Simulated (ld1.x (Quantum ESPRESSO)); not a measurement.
## lead, TM: configuration errors across variants

lead (Pb), norm-conserving Troullier–Martins (Kleinman–Bylander form), made with ld1.x (Quantum ESPRESSO) 7.5 (LDA (PZ), scalar-relativistic). Core [Xe] 4f14, reference 5d10 6s2 6p1 (charge +1). Waves: 6s (bound): rc 1.65 bohr; 5d (bound): rc 1.60 bohr; 6p (bound): rc 2.15 bohr. Local part: the p channel. Core correction: a·sin(br)/r model core inside 1.35 bohr.

All-electron excitation energies from the reference (eV): (1) 5d10 6s2 6p2 -6.833; (2) 5d10 6s2 6p0 13.762; (3) 5d10 6s1 6p0 46.640; (4) 5d10 6s0 6p0 89.834; (5) 5d9 6s2 6p2 20.467; (6) 5d10 6s2 6p1.5 -4.223; (7) 5d9 6s2 6p3 12.401; (8) 5d10 6s2 6p1 spin -0.145; (9) 5d10 6s2 6p2 spin -7.285.

Spin tests fill each open shell by Hund’s rule, majority spin first.

Errors AE − PS in meV (a dash: test not solved or not reliable):

```tsv
change	(1)	(2)	(3)	(4)	(5)	(6)	(7)	(8)	(9)	bound ghosts
base	+3.6	-8.1	-27	-106	-172	+2.1	-215	+0.6	+6.1	none
core correction a·sin(br)/r model core inside 0.62 bohr	+3.5	-8.2	-27	-107	-183	+2.1	-227	+0.6	+6.0	none
core correction a·sin(br)/r model core inside 1.00 bohr	+3.5	-8.1	-27	-107	-182	+2.1	-226	+0.6	+6.0	none
core correction a·sin(br)/r model core inside 1.30 bohr	+3.5	-8.1	-27	-106	-174	+2.1	-218	+0.6	+6.0	none
core correction a·sin(br)/r model core inside 1.62 bohr	+3.6	-8.0	-26	-102	-160	+2.1	-202	+0.6	+6.2	none
core correction a·sin(br)/r model core inside 1.78 bohr	+3.6	-7.9	-25	-97	-155	+2.1	-197	+0.7	+6.4	none
```

**Question.** Give the same row for: core correction a·sin(br)/r model core inside 0.76 bohr.

**Answer.** +3.5, -8.1, -27, -107, -183, +2.1, -227, +0.6, +6.0; bound ghosts: none.
